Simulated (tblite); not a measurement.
Species: C4H11SSi2 (doublet state).
Structure used (GFN2-xTB), in Å, numbered top down from 1:
```
atom  x, y, z in Å
Si1   -0.179   -2.749   -0.201
C2     0.089   -0.936    0.318
C3     1.305   -0.333   -0.390
C4     1.609    1.095    0.045
S5     0.450    2.330   -0.622
C6    -1.022    1.920    0.366
Si7   -1.477    0.111    0.016
H8    -1.258   -3.379    0.552
H9    -0.330   -2.901   -1.644
H10    0.292   -0.924    1.396
H11    1.150   -0.341   -1.472
H12    2.191   -0.942   -0.181
H13    2.584    1.407   -0.329
H14    1.601    1.189    1.133
H15   -1.793    2.613    0.040
H16   -0.792    2.131    1.409
H17   -1.889    0.017   -1.387
H18   -2.541   -0.302    0.936
```

Level: GFN2-xTB in tblite, geometry and Hessian alike; calculated harmonic values, unscaled, isolated species. The method is semi-empirical: single wavenumbers can be off by several per cent or more. Modes of hydrogen on silicon can be 10 to 20 % off. One conformer, not necessarily the lowest. Open shells enter through the occupations alone, without spin polarisation, and single modes of such species can be off by tens of per cent.

Harmonic wavenumbers (cm⁻¹): 73.1, 118.1, 127.9, 166.9, 222.6, 249.4, 263.1, 293.0, 416.1, 479.4, 513.7, 531.0, 576.6, 622.9, 669.4, 688.2, 716.8, 734.5, 750.0, 761.0, 778.5, 808.8, 880.6, 948.5, 1011.3, 1051.5, 1088.1, 1104.6, 1128.1, 1159.1, 1205.7, 1262.9, 1282.9, 1339.3, 1436.6, 1444.2, 1485.7, 2243.5, 2262.1, 2278.9, 2298.5, 2894.4, 2921.9, 2954.8, 2970.6, 2971.5, 2992.9, 3021.1.

A = 2702, B = 971.7, C = 769.9 MHz; mass 147.012 u (most abundant isotopes); point group C1, symmetry number 1; spin multiplicity 2.

Zero-point energy?

½Σν̃ = 29100 cm⁻¹ = 83.20 kcal/mol.

Give the ideal-gas entropy at 298.15 K and 1 bar in the rigid-rotor, harmonic-oscillator model (classical rotation).

Translation 40.89, rotation 29.45, vibration 26.12, spin (R ln 2) 1.38: S = 97.8 cal/(mol K).

And Cp and H(298.15 K) − H(0)?

Cp = 39.58 cal/(mol K), of which vibrations give 31.63 (their classical limit is 48 R = 95.4); H(298.15 K) − H(0) = 6.82 kcal/mol without the zero-point energy, 4.45 from vibrations.

Which modes carry the vibrational entropy at 298.15 K?

73.1 cm⁻¹: 4.07; 118.1 cm⁻¹: 3.13; 127.9 cm⁻¹: 2.98; 166.9 cm⁻¹: 2.47; 222.6 cm⁻¹: 1.94; 249.4 cm⁻¹: 1.73 cal/(mol K); the other 42 give 9.80 together.

How do the functions run with temperature in this model?

```json
{"T (K)": "150", "S (cal/(mol K))": "77.0", "Cp (cal/(mol K))": "22.9", "H − H(0) (kcal/mol)": "2.19", "G − H(0) (kcal/mol)": "-9.36", "ln q(vib)": "2.07"}
{"T (K)": "250", "S (cal/(mol K))": "91.4", "Cp (cal/(mol K))": "34.2", "H − H(0) (kcal/mol)": "5.04", "G − H(0) (kcal/mol)": "-17.80", "ln q(vib)": "4.43"}
{"T (K)": "400", "S (cal/(mol K))": "110.9", "Cp (cal/(mol K))": "49.6", "H − H(0) (kcal/mol)": "11.38", "G − H(0) (kcal/mol)": "-32.99", "ln q(vib)": "8.23"}
{"T (K)": "600", "S (cal/(mol K))": "133.9", "Cp (cal/(mol K))": "63.8", "H − H(0) (kcal/mol)": "22.81", "G − H(0) (kcal/mol)": "-57.53", "ln q(vib)": "13.36"}
{"T (K)": "900", "S (cal/(mol K))": "162.5", "Cp (cal/(mol K))": "77.0", "H − H(0) (kcal/mol)": "44.11", "G − H(0) (kcal/mol)": "-102.15", "ln q(vib)": "20.60"}
```

q(vib) and H(0) count from the zero-point level.

Hindered rotation and anharmonicity are outside this model. Other conformers, if any are populated, would add a mixing term that is left out. The structure is chiral; the term R ln 2 for an equal mix with its mirror image is left out.
